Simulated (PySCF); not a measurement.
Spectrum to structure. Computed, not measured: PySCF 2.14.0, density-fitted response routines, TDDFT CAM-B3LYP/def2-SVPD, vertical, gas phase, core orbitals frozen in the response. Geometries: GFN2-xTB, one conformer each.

| state | E (eV) | f |
| --- | --- | --- |
| S1 | 5.88 | 0.0025 |
| S2 | 6.21 | 0.0034 |
| S3 | 6.33 | 0.0039 |
| S4 | 7.16 | 0.021 |
| S5 | 7.23 | 0.024 |
| S6 | 7.37 | 0.015 |
| S7 | 7.57 | 0.076 |
| S8 | 7.71 | 0.088 |

Problem. Which structure fits? All have the formula C6H10OSi.
A. `C(#C[SiH2]C)C(=C)CO`
B. `C=C/C=C/C=C\O[SiH3]`
C. `C(=C\C=C\C=C)/O[SiH3]`
D. `C1CC[Si@H](C#CC)O1`
E. `[SiH3]O/C=C\C=C/C=C`

Solution. D. Its S1, at 5.88 eV, is the highest among the candidates; the nearest of the others has S1 at 5.34 eV. S1 is HOMO→LUMO (54%), HOMO-1→LUMO (23%). Löwdin shares by element: HOMO carbon 61% or more, oxygen 10% (atoms not listed hold the other 29%); LUMO carbon 35% or more, silicon 25%, oxygen 8% (atoms not listed hold the other 33%). At the same level the other candidates give, for their lowest levels:
- `C=C(C#C[SiH2]C)CO`: 5.34 eV (f 0.023); 5.48 eV (f 0.266); 5.75 eV (f 0.001); 6.37 eV (f 0.001); 6.82 eV (f 0.007); T1 3.44 eV; HOMO -8.50, LUMO -0.16 eV
- `C=C/C=C/C=C\O[SiH3]`: 4.65 eV (f 1.048); 5.58 eV (f 0.002); 5.94 eV (f 0.002); 6.07 eV (f 0.007); 6.45 eV (f 0.049); T1 2.46 eV; HOMO -7.03, LUMO -0.25 eV
- `C=C/C=C\C=C/O[SiH3]`: 4.65 eV (f 1.084); 5.45 eV (f 0.002); 6.04 eV (f 0.038); 6.07 eV (f 0.011); 6.23 eV (f 0.005); T1 2.49 eV; HOMO -6.99, LUMO -0.15 eV
- `C=C/C=C/C=C/O[SiH3]`: 4.71 eV (f 1.373); 5.45 eV (f 0.002); 5.94 eV (f 0.000); 6.13 eV (f 0.005); 6.33 eV (f 0.003); T1 2.48 eV; HOMO -6.91, LUMO -0.11 eV
Triplets come from the Tamm–Dancoff approximation.
